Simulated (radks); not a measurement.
Effect of the nuclear size on neutral rubidium, [Kr] 5s1. All-electron calculation, Dirac Kohn-Sham, BLYP, spin-unpolarised, spherical densities, finite nucleus; Fermi nuclear charge, rms radius 4.2036 fm. Program: a radial shooting solver on a logarithmic mesh with Libxc functionals. The rms radius is varied about that value; shifts are against it.

rms radius (fm)  total energy shift (eV)  density at nucleus (e/bohr^3)  1s1/2 shift (meV)  2s1/2 shift (meV)  3p1/2 shift (meV)  4s1/2 shift (meV)
3.5941                            -0.195                      5.569e+04              -82.4              -8.43              0.135             -0.158
3.8463                            -0.117                      5.537e+04              -49.8              -5.09              0.082             -0.095
4.2036                                 0                      5.496e+04              0.000              0.000              0.000              0.000
4.3759                            0.0600                      5.477e+04               25.4               2.60             -0.042              0.049
5.1494                             0.357                      5.403e+04                151               15.5             -0.248              0.289

Slopes of the eigenvalues against <r^2> in GHz/fm^2, as finite differences over the two radii next to the reference (eigenvalue slopes, not the field-shift constants of lines): 1s1/2 4180, 2s1/2 427, 3p1/2 -6.85, 4s1/2 7.98.
